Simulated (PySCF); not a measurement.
C₅H₃F₂O (doublet state).
Geometry (GFN2-xTB, Å), atoms numbered from 1 in this order:
```xyz
11
C5H3F2O angstrom
C     -2.582   -0.107    0.057
O     -1.292   -0.497    0.154
C     -0.306    0.367    0.381
F     -0.663    1.681    0.445
C      0.963    0.025    0.539
C      2.063   -0.987    0.610
C      2.352    0.288    0.761
F      3.249    1.211    0.968
H     -3.253   -0.896   -0.205
H     -2.850    0.930    0.046
H      2.325   -2.012    0.560
```

The hyperfine couplings belong to this conformer and change with its torsions.

As a line formula: `[CH2]O/C(F)=C1C=C\1F` [radical].

Computed, not measured: UKS B3LYP, pcH-1 on C F H O, non-relativistic, mean-field spin-orbit, GIAO (PySCF). The structure is a single GFN2-xTB conformer in the gas phase; no vibrational or solvent corrections. A GFN2-xTB geometry isn't a minimum of the functional, and hyperfine couplings can be far from their values at a DFT geometry. Stability of the SCF solution: not tested.

Principal values of hyperfine tensors in MHz (contact and dipolar terms together), for some of the nuclei:

```
atom  isotope      A1      A2      A3
  C1      13C   15.45   17.41  239.56
 H10       1H  -94.26  -58.22  -22.79
  H9       1H  -93.07  -57.88  -21.86
  C3      13C  -28.63  -12.03   -7.68
  F4      19F  -30.94   -5.89   -0.08
  C5      13C    1.40    2.32   30.99
  C7      13C  -11.25   -7.47   -5.63
  F8      19F  -15.42   -3.78   -0.41
```

Task: Split each tensor into its isotropic and traceless parts, and turn a_iso into mT with g = 2.0031.

Result: a_iso = (A1 + A2 + A3)/3, Ti = Ai − a_iso; 1 mT corresponds to 28.037 MHz.

```tsv
atom	a_iso (MHz)	a_iso (mT)	T1	T2	T3
C1	90.81	3.239	-75.36	-73.40	148.75
H10	-58.43	-2.084	-35.84	0.20	35.64
H9	-57.60	-2.055	-35.47	-0.27	35.74
C3	-16.11	-0.575	-12.52	4.09	8.43
F4	-12.31	-0.439	-18.64	6.41	12.22
C5	11.57	0.413	-10.17	-9.25	19.42
C7	-8.12	-0.290	-3.13	0.64	2.48
F8	-6.54	-0.233	-8.88	2.76	6.13
```

Task: What spin density at the nucleus of H9 lies behind its contact coupling (g_N = 5.58569)?

Result: a_FC = 800.24 MHz bohr³ × g_N × ρ(0)/(2S). With a_FC = -57.60 MHz and 2S = 1, ρ(0) = -0.01289 bohr⁻³. In magnitude that is 4.0 % of the 1/π = 0.318 of a free hydrogen atom.

Task: O2 (17O, g_N = -0.75752) isn't in the table. Its spin density at the nucleus is 0.03422 bohr⁻³. What is its contact coupling?

Result: By the same relation, a_FC = -20.7 MHz. Its full tensor has the principal values -83.73, 9.73, 11.77 MHz.

Task: Name the largest traceless tensor T of the table and describe it.

Result: C1: -75.4, -73.4, 148.8 MHz, axial, in the ratio −1:−1:+2, the form that spin in one p orbital centred on that nucleus gives.

Task: In a single crystal, with the field along each principal axis of the tensor of H10 in turn, what first-order splitting does this nucleus give (isotropic g, quadrupole terms neglected)?

Result: 2 lines (I = 1/2), spaced by |A_i|/(g × 13.996): 3.36, 2.08, 0.81 mT along the axes of A1, A2 and A3.
